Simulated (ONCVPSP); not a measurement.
# Zr (Z = 40) ONCV: all-electron and pseudo phase curves

| Property | Result |
| --- | --- |
| Element | zirconium |
| Generator | ONCVPSP 4.0.1 |
| Type | optimised norm-conserving Vanderbilt (ONCV) |
| Functional | PBE |
| Relativity | scalar-relativistic |
| Frozen core | [Ar] 3d10 |
| Valence charge | 12 |
| Reference configuration | 4s2 4p6 4d2 5s2 |
| Partial waves | 4s+5s: rc 1.95 bohr, ncon 3, nbas 6, qcut 5.2 1/bohr, 2 projectors; 4p: rc 1.85 bohr, ncon 5, nbas 9, qcut 8.8 1/bohr, 2 projectors, debl 0.7 Ha; 4d: rc 2.75 bohr, ncon 3, nbas 7, qcut 4.7 1/bohr, 2 projectors, debl 1.7 Ha |
| Local potential | polynomial inside 1.85 bohr (lpopt 5, dvloc0 6 Ha) |
| Core correction | Teter function, fcfact 4, rcfact 1.4 |

In the p channel the program set the typed energies aside and used -1.193, 0.250 Ha.

The phase is arctan(r·R′/R) of the radial function R(r), unwrapped; energies in Ha, scanned from -4 to 5 Ha. A pole is an energy at which the radial function vanishes at the test radius. The pseudo phase is shifted by a multiple of π to meet the all-electron one at the reference energy, and phase errors are pseudo minus all-electron; the curves can meet again beyond the range given. Levels narrower than the energy grid can be missing from the lists of poles.

```tsv
channel	radius (bohr)	reference energy (Ha)	poles, all-electron	poles, pseudo	unbroken range about the reference energy with phases within 0.05 rad	phase error 1 Ha above the reference energy (rad)
s	1.97	-0.16	-1.68, 4.67	-1.68, 4.42	the whole range	-0.005
p	1.88	-1.19	-0.53	-0.53	the whole range	+0.000
d	2.79	-0.13	0.14, 2.78	0.14, 2.83	below 3.8	+0.008
```

Phases in the p channel:

```
E (Ha)  all-electron  pseudo
 -3.98         1.277   1.278
 -3.74         1.257   1.258
 -3.50         1.233   1.233
 -3.26         1.202   1.202
 -3.02         1.161   1.161
 -2.78         1.105   1.105
 -2.54         1.021   1.021
 -2.30         0.884   0.884
 -2.06         0.629   0.629
 -1.82         0.110   0.110
 -1.58        -0.619  -0.619
 -1.34        -1.090  -1.090
 -1.10        -1.325  -1.325
 -0.86        -1.457  -1.457
 -0.62        -1.544  -1.544
 -0.38        -1.609  -1.609
 -0.14        -1.663  -1.663
  0.10        -1.712  -1.712
  0.34        -1.761  -1.761
  0.58        -1.814  -1.814
  0.82        -1.876  -1.876
  1.06        -1.954  -1.954
  1.30        -2.060  -2.059
  1.54        -2.216  -2.215
  1.78        -2.466  -2.463
  2.02        -2.863  -2.856
  2.26        -3.371  -3.361
  2.50        -3.796  -3.786
  2.74        -4.066  -4.058
  2.98        -4.232  -4.226
  3.22        -4.340  -4.335
  3.46        -4.415  -4.411
  3.70        -4.471  -4.466
  3.94        -4.513  -4.509
  4.18        -4.547  -4.543
  4.42        -4.575  -4.571
  4.66        -4.598  -4.595
  4.90        -4.619  -4.615
```
